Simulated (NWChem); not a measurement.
System: C$_{3}$H$_{5}$BO$_{2}$; SMILES C=C1CB(O)O1

Here is an NWChem input.

```
start job
memory heap 200 mb stack 900 mb global 1100 mb
geometry units angstroms noautosym nocenter noautoz
  C     -0.236600     2.293773     0.000000
  C      0.017222     0.990500     0.000000
  C      1.232535     0.090377     0.000000
  B      0.064167    -0.977622     0.000000
  O     -0.078769    -2.309528     0.000000
  O     -0.947389    -0.021603     0.000000
  H      0.587000     3.008030     0.000000
  H     -1.263957     2.662208     0.000000
  H      1.864168     0.160380    -0.897440
  H      1.864168     0.160380     0.897440
  H     -1.002997    -2.585792     0.000000
end
basis spherical
  * library sto-3g
end
dft
  xc hfexch
  iterations 150
end
property
  shielding 10 1 2 3 4 5 6 7 8 9 11
end
task dft property
```

Output (shortened):

```
             Northwest Computational Chemistry Package (NWChem) 7.3.0
             --------------------------------------------------------

                             Geometry "geometry" -> ""
                             -------------------------

 Output coordinates in angstroms (scale by  1.889725989 to convert to a.u.)

  No.       Tag          Charge          X              Y              Z
 ---- ---------------- ---------- -------------- -------------- --------------
    1 C                    6.0000    -0.23660000     2.29377300     0.00000000
    2 C                    6.0000     0.01722200     0.99050000     0.00000000
    3 C                    6.0000     1.23253500     0.09037700     0.00000000
    4 B                    5.0000     0.06416700    -0.97762200     0.00000000
    5 O                    8.0000    -0.07876900    -2.30952800     0.00000000
    6 O                    8.0000    -0.94738900    -0.02160300     0.00000000
    7 H                    1.0000     0.58700000     3.00803000     0.00000000
    8 H                    1.0000    -1.26395700     2.66220800     0.00000000
    9 H                    1.0000     1.86416800     0.16038000    -0.89744000
   10 H                    1.0000     1.86416800     0.16038000     0.89744000
   11 H                    1.0000    -1.00299700    -2.58579200     0.00000000

 Effective nuclear repulsion energy (a.u.)     211.1092391449

  xc_inp: hfexch multiplicative factor not found.
                              NWChem Property Module
                              ----------------------

  itol2e modified to match energy
  convergence criterion.

                                 NWChem DFT Module
                                 -----------------

 Summary of "ao basis" -> "ao basis" (spherical)
 ------------------------------------------------------------------------------
       Tag                 Description            Shells   Functions and Types
 ---------------- ------------------------------  ------  ---------------------
 C                           sto-3g                  3        5   2s1p
 B                           sto-3g                  3        5   2s1p
 O                           sto-3g                  3        5   2s1p
 H                           sto-3g                  1        1   1s

  itol2e modified to match energy
  convergence criterion.

            General Information
            -------------------
          SCF calculation type: DFT
          Wavefunction type:  closed shell.
          No. of atoms     :    11
          No. of electrons :    44
           Alpha electrons :    22
            Beta electrons :    22
          Charge           :     0
          Spin multiplicity:     1
          Use of symmetry is: off; symmetry adaption is: off
          Maximum number of iterations: 150
          AO basis - number of functions:    35
                     number of shells:    23
          Convergence on energy requested:  1.00D-07
          Convergence on density requested:  1.00D-05
          Convergence on gradient requested:  5.00D-04

              XC Information
              --------------
                     Hartree-Fock (Exact) Exchange  1.000

      Superposition of Atomic Density Guess
      -------------------------------------

 Sum of atomic energies:        -285.58099829

      Non-variational initial energy
      ------------------------------

 Total energy =    -287.050207
 1-e energy   =    -813.861079
 2-e energy   =     315.701633
 HOMO         =      -0.078827
 LUMO         =       0.282876

   convergence    iter        energy       DeltaE   RMS-Dens  Diis-err
 ---------------- ----- ----------------- --------- --------- ---------
 d= 0,ls=0.0,diis     1   -287.1372158313 -4.98D+02  2.56D-02  5.65D-01
 d= 0,ls=0.0,diis     2   -287.2266251118 -8.94D-02  7.52D-03  8.31D-02
 d= 0,ls=0.0,diis     3   -287.2384462247 -1.18D-02  2.44D-03  3.25D-03
 d= 0,ls=0.0,diis     4   -287.2392103555 -7.64D-04  4.15D-04  2.64D-04
 d= 0,ls=0.0,diis     5   -287.2392517716 -4.14D-05  2.22D-04  1.40D-05
  Resetting Diis
 d= 0,ls=0.0,diis     6   -287.2392580051 -6.23D-06  7.51D-05  2.50D-06
 d= 0,ls=0.0,diis     7   -287.2392586509 -6.46D-07  1.25D-05  1.01D-07
 d= 0,ls=0.0,diis     8   -287.2392586802 -2.93D-08  5.87D-06  2.27D-08

         Total DFT energy =     -287.239258680153
      One electron energy =     -813.296695999690
           Coulomb energy =      352.992584179591
    Exchange-Corr. energy =      -38.044386004954
 Nuclear repulsion energy =      211.109239144900

 Numeric. integr. density =        0.000000000000

                       DFT Final Molecular Orbital Analysis
                       ------------------------------------

 Vector   20  Occ=2.000000D+00  E=-4.157510D-01
              MO Center=  3.6D-01,  5.3D-01, -5.4D-13, r^2= 2.8D+00
   Bfn.  Coefficient  Atom+Function         Bfn.  Coefficient  Atom+Function
  ----- ------------  ---------------      ----- ------------  ---------------
    14      0.512099   3 C  py                8      0.368281   2 C  px
    32      0.259735   8 H  s                28     -0.247700   6 O  px
    17     -0.235634   4 B  s                 3     -0.226468   1 C  px
     9     -0.200266   2 C  py               18     -0.165686   4 B  px
    19     -0.157658   4 B  py                4      0.156511   1 C  py

 Vector   21  Occ=2.000000D+00  E=-3.815812D-01
              MO Center= -3.3D-02, -2.7D-01,  3.3D-13, r^2= 2.3D+00
   Bfn.  Coefficient  Atom+Function         Bfn.  Coefficient  Atom+Function
  ----- ------------  ---------------      ----- ------------  ---------------
    28      0.654929   6 O  px               13      0.380931   3 C  px
    18     -0.284484   4 B  px               14      0.240498   3 C  py
    23      0.208771   5 O  px               27     -0.199814   6 O  s
    12     -0.185240   3 C  s                22      0.173613   5 O  s
    33      0.168595   9 H  s                34      0.168595  10 H  s

 Vector   22  Occ=2.000000D+00  E=-2.714238D-01
              MO Center= -2.9D-01,  1.2D+00,  2.3D-16, r^2= 2.2D+00
   Bfn.  Coefficient  Atom+Function         Bfn.  Coefficient  Atom+Function
  ----- ------------  ---------------      ----- ------------  ---------------
     5      0.638237   1 C  pz               30     -0.497179   6 O  pz
    10      0.460647   2 C  pz               25      0.200023   5 O  pz
    20     -0.122469   4 B  pz               33      0.076354   9 H  s
    34     -0.076354  10 H  s                15     -0.057892   3 C  pz

 Vector   23  Occ=0.000000D+00  E= 3.295678D-01
              MO Center= -6.2D-02,  1.2D+00, -6.4D-16, r^2= 2.2D+00
   Bfn.  Coefficient  Atom+Function         Bfn.  Coefficient  Atom+Function
  ----- ------------  ---------------      ----- ------------  ---------------
    10     -0.783470   2 C  pz                5      0.740705   1 C  pz
    20      0.380677   4 B  pz               25     -0.173394   5 O  pz
    33     -0.113722   9 H  s                34      0.113722  10 H  s
    30      0.108858   6 O  pz               15     -0.068002   3 C  pz

[...]

          -----------------------------------------
          Chemical Shielding Tensors (GIAO, in ppm)
          -----------------------------------------

                                NWChem CPHF Module
                                ------------------

  scftype          =     RHF
  nclosed          =       22
  nopen            =        0
  variables        =      286
  # of vectors     =        3
  tolerance        = 0.10D-03
  level shift      = 0.00D+00
  max iterations   =       50
  max subspace     =       30

 SCF residual:    9.3459196082807774E-005

Iterative solution of linear equations
  No. of variables      286
  No. of equations        3
  Maximum subspace       30
        Iterations       50
       Convergence  1.0D-04

   iter   nsub   residual    time
   ----  ------  --------  ---------
     1      3    1.71D+00       7.5
     2      6    2.04D-01       7.9
     3      9    2.24D-02       8.3
     4     12    5.38D-03       8.6
     5     15    1.44D-03       8.9
     6     18    1.30D-04       9.1
     7     21    1.67D-05       9.4

      Atom:    1  C
        Diamagnetic
    255.8735     -2.3109      0.0000
     -2.3109    268.1303     -0.0000
      0.0000     -0.0000    239.0406

        Paramagnetic
   -201.1051    -26.3971      0.0000
    -26.3971   -100.8845     -0.0000
      0.0000     -0.0000    -13.3754

        Total Shielding Tensor
     54.7684    -28.7080      0.0000
    -28.7080    167.2459     -0.0000
      0.0000     -0.0000    225.6652

           isotropic =     149.2265
          anisotropy =     114.6581

          Principal Components and Axis System
                 1           2           3
              225.6652    174.1494     47.8649

      1         0.0000     -0.2338      0.9723
      2         0.0000      0.9723      0.2338
      3         1.0000      0.0000      0.0000

      Atom:    2  C
        Diamagnetic
    259.1304     -2.8590     -0.0000
     -2.8590    270.8605     -0.0000
     -0.0000     -0.0000    239.1421

        Paramagnetic
   -242.0460    -11.3324      0.0000
    -11.3324   -153.6677      0.0000
      0.0000      0.0000    -69.2005

        Total Shielding Tensor
     17.0845    -14.1914      0.0000
    -14.1914    117.1928      0.0000
      0.0000      0.0000    169.9416

           isotropic =     101.4063
          anisotropy =     102.8030

          Principal Components and Axis System
                 1           2           3
              169.9416    119.1657     15.1116

      1         0.0000     -0.1377      0.9905
      2         0.0000      0.9905      0.1377
      3         1.0000      0.0000      0.0000

      Atom:    3  C
        Diamagnetic
    252.0234     -0.4586      0.0000
     -0.4586    247.2364      0.0000
      0.0000      0.0000    238.3665

        Paramagnetic
    -32.2404    -12.4520     -0.0000
    -12.4520    -13.5136      0.0000
     -0.0000      0.0000    -26.5188

        Total Shielding Tensor
    219.7830    -12.9106     -0.0000
    -12.9106    233.7229      0.0000
     -0.0000      0.0000    211.8478

           isotropic =     221.7845
          anisotropy =      29.4604

          Principal Components and Axis System
                 1           2           3
              241.4248    212.0811    211.8478

      1        -0.5123      0.8588      0.0000
      2         0.8588      0.5123      0.0000
      3         0.0000      0.0000      1.0000

      Atom:    4  B
        Diamagnetic
    200.9990      2.3822     -0.0000
      2.3822    213.8491     -0.0000
     -0.0000     -0.0000    189.0652

        Paramagnetic
   -121.4238      0.9690     -0.0000
      0.9690   -119.2977      0.0000
     -0.0000      0.0000    -67.3908

        Total Shielding Tensor
     79.5751      3.3512     -0.0000
      3.3512     94.5515      0.0000
     -0.0000      0.0000    121.6745

           isotropic =      98.6004
          anisotropy =      34.6112

          Principal Components and Axis System
                 1           2           3
              121.6745     95.2672     78.8594

      1         0.0000      0.2089      0.9779
      2         0.0000      0.9779     -0.2089
      3         1.0000      0.0000      0.0000

      Atom:    5  O
        Diamagnetic
    378.9764     10.6942      0.0000
     10.6942    395.4734      0.0000
      0.0000      0.0000    357.5579

        Paramagnetic
   -123.1431    -26.3922     -0.0000
    -26.3922    -87.9666      0.0000
     -0.0000      0.0000     55.1437

        Total Shielding Tensor
    255.8333    -15.6980     -0.0000
    -15.6980    307.5068      0.0000
     -0.0000      0.0000    412.7017

           isotropic =     325.3473
          anisotropy =     131.0316

          Principal Components and Axis System
                 1           2           3
              412.7017    311.9019    251.4382

      1         0.0000     -0.2696      0.9630
      2         0.0000      0.9630      0.2696
      3         1.0000      0.0000      0.0000

      Atom:    6  O
        Diamagnetic
    380.7350      1.7446     -0.0000
      1.7446    395.0796     -0.0000
     -0.0000     -0.0000    352.9503

        Paramagnetic
   -141.0614    -15.1606      0.0000
    -15.1606   -292.8360     -0.0000
      0.0000     -0.0000      7.7594

        Total Shielding Tensor
    239.6736    -13.4160      0.0000
    -13.4160    102.2436     -0.0000
      0.0000     -0.0000    360.7097

           isotropic =     234.2090
          anisotropy =     189.7511

          Principal Components and Axis System
                 1           2           3
              360.7097    240.9711    100.9462

      1         0.0000      0.9954      0.0963
      2         0.0000     -0.0963      0.9954
      3         1.0000      0.0000      0.0000

      Atom:    7  H
        Diamagnetic
     33.0940      7.1399      0.0000
      7.1399     37.1563      0.0000
      0.0000      0.0000     24.0664

        Paramagnetic
     -7.4031     -7.4033     -0.0000
     -7.4033     -4.2212      0.0000
     -0.0000      0.0000      2.4650

        Total Shielding Tensor
     25.6908     -0.2633     -0.0000
     -0.2633     32.9351      0.0000
     -0.0000      0.0000     26.5314

           isotropic =      28.3858
          anisotropy =       6.8384

          Principal Components and Axis System
                 1           2           3
               32.9447     26.5314     25.6813

      1        -0.0363      0.0000      0.9993
      2         0.9993      0.0000      0.0363
      3         0.0000      1.0000      0.0000

      Atom:    8  H
        Diamagnetic
     38.2929     -6.6701      0.0000
     -6.6701     31.6813     -0.0000
      0.0000     -0.0000     23.9745

        Paramagnetic
    -11.7542      3.4286      0.0000
      3.4286     -0.0673     -0.0000
      0.0000     -0.0000      1.9433

        Total Shielding Tensor
     26.5387     -3.2415      0.0000
     -3.2415     31.6140     -0.0000
      0.0000     -0.0000     25.9178

           isotropic =      28.0235
          anisotropy =       7.7543

          Principal Components and Axis System
                 1           2           3
               33.1930     25.9178     24.9597

      1        -0.4379      0.0000      0.8990
      2         0.8990      0.0000      0.4379
      3         0.0000      1.0000      0.0000

      Atom:    9  H
        Diamagnetic
     33.3992      0.2200     -8.5267
      0.2200     25.4782     -0.4772
     -8.5267     -0.4772     32.2687

        Paramagnetic
     -0.4894     -0.4170      3.2970
     -0.4170      2.7781      0.2682
      3.2970      0.2682      1.2647

        Total Shielding Tensor
     32.9098     -0.1969     -5.2296
     -0.1969     28.2563     -0.2091
     -5.2296     -0.2091     33.5334

           isotropic =      31.5665
          anisotropy =      10.3411

          Principal Components and Axis System
                 1           2           3
               38.4605     28.4371     27.8018

      1        -0.6857     -0.3894      0.6150
      2        -0.0017      0.8457      0.5336
      3         0.7279     -0.3648      0.5806

      Atom:   10  H
        Diamagnetic
     38.4879      9.5672     -0.0000
      9.5672     29.9939      0.0000
     -0.0000      0.0000     19.1517

        Paramagnetic
     -4.7834     -3.7858     -0.0000
     -3.7858      0.3618     -0.0000
     -0.0000     -0.0000      6.0081

        Total Shielding Tensor
     33.7046      5.7814     -0.0000
      5.7814     30.3557     -0.0000
     -0.0000     -0.0000     25.1599

           isotropic =      29.7401
          anisotropy =      12.4636

          Principal Components and Axis System
                 1           2           3
               38.0491     26.0111     25.1599

      1         0.7994     -0.6008      0.0000
      2         0.6008      0.7994      0.0000
      3         0.0000      0.0000      1.0000
```

Level: Hartree-Fock/STO-3G, GIAO. STO-3G and 3-21G are far too small for this property and stand as cheap habits. All runs use the structure optimised with PBE0/def2-SVP. The output numbers the shielded atoms by their place in the input's list. The printed shielding anisotropy is the first printed principal value minus the mean of the other two.
